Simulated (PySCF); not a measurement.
CaCl2, SMILES [Cl][Ca][Cl] (connectivity only; charge and spin as stated), charge +1, multiplicity 2. Atoms are numbered in the order given.

```xyz
3

Ca     0.0000     0.0000     1.3102
Cl     0.0000     1.3627    -0.7707
Cl     0.0000    -1.3627    -0.7707
```
Charge +1, spin multiplicity 2.

Geometry optimised at PBE-D3(BJ)/def2-TZVP. The multiplicity is an assumed one; other spin states were not compared. The isomer is the one that the SMILES or the coordinates give; other isomers of the formula were not compared.

Level of theory: TDA-M06-2X/def2-TZVPD (PySCF 2.14.0).

Vertical excitations. The molecule is in vacuum.

| state | energy (eV) | λ (nm) | f | main pairs |
|---|---|---|---|---|
| root 1 | 1.19 | 1040 | 0.000 | β HOMO→LUMO 99 % |
| root 2 | 1.97 | 628 | 0.000 | β HOMO−2→LUMO 99 % |
| root 3 | 2.12 | 586 | 0.000 | β HOMO−3→LUMO 99 % |
| root 4 | 2.48 | 501 | 0.009 | β HOMO−4→LUMO 67 %, β HOMO−1→LUMO 31 % |
| root 5 | 3.90 | 318 | 0.295 | β HOMO−1→LUMO 59 %, β HOMO−4→LUMO 30 % |
| root 6 | 5.35 | 232 | 0.001 | α HOMO→LUMO 94 % |
| root 7 | 5.55 | 224 | 0.000 | β HOMO→LUMO+1 94 % |
| root 8 | 5.86 | 211 | 0.000 | α HOMO−1→LUMO 94 % |
| root 9 | 6.10 | 203 | 0.008 | β HOMO−1→LUMO+1 94 % |
| root 10 | 6.14 | 202 | 0.002 | α HOMO−2→LUMO 5 %, β HOMO−2→LUMO+1 85 % |
Unrestricted roots are not spin-pure.
